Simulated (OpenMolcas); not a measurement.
Pt3+ among 5 point charges of -0.98 e arranged as a trigonal bipyramid (D3h), 1.81 Å from the ion, with the axial distance 1.882 Å.

```json
{
  "Program": "OpenMolcas",
  "Method": "SS-CASPT2, IPEA 0.25 Eh, imaginary shift 0.1 Eh (closed shells correlated: 4f 5s 5p)",
  "Basis": "ANO-RCC-VDZP [7s6p4d2f]",
  "Scalar Hamiltonian": "DKH2, point nucleus",
  "Active space": "7 electrons in 5 orbitals (5d)",
  "State averaging": "2S+1 = 4 even, 10 roots; 2S+1 = 2 even, 40 roots",
  "Spin-orbit coupling": "RASSI with atomic mean-field integrals over the reference wave functions"
}
```

**Question.** What is the spin-free ground state (labels of D3, the rotations of D3h)?

**Answer.** 4A2, 1-fold in its orbital part, 99 % from free-ion F terms; it has the highest spin that d7 allows.

**Question.** Where is the first state of the same spin?

**Answer.** 4A1 at 813 cm-1 above the ground state.

**Question.** What are the lowest two levels with spin-orbit coupling?

**Answer.** A 2-fold level E3/2 with g = 0.00, 0.00, 11.73, then a 2-fold level E1/2 290 cm-1 above it. Their leading multiplicities are 4 (88 %) and 4 (86 %).

**Question.** What is χT at 300 K?

**Answer.** 4.33 cm3 K/mol.

Roots that are degenerate in the reference are averaged as groups; the widest CASPT2 spread within a group is 110 cm-1 (the 2-fold group of multiplicity 4 near 8970 cm-1 above the lowest state of its run). Shifts and gaps below about the spread of the groups concerned are not significant. Spin-orbit coupling mixes the spin-free states strongly: the lowest level takes only 44 % from its leading state, 4A1, which lies 813 cm-1 above the lowest spin-free state. This shell can be high or low spin here, a state of another spin lies low, and with metal d orbitals alone active their balance is uncertain, so the ground spin may be wrong. Point charges give a weaker field than real ligands, and real ions of this kind are as a rule low spin; the high spin found here belongs to the model. Free-ion shares, where given, are those of the reference states; single-state CASPT2 does not remix them. This is an electrostatic model: the charges have no orbitals. No measured value stands beside these numbers.
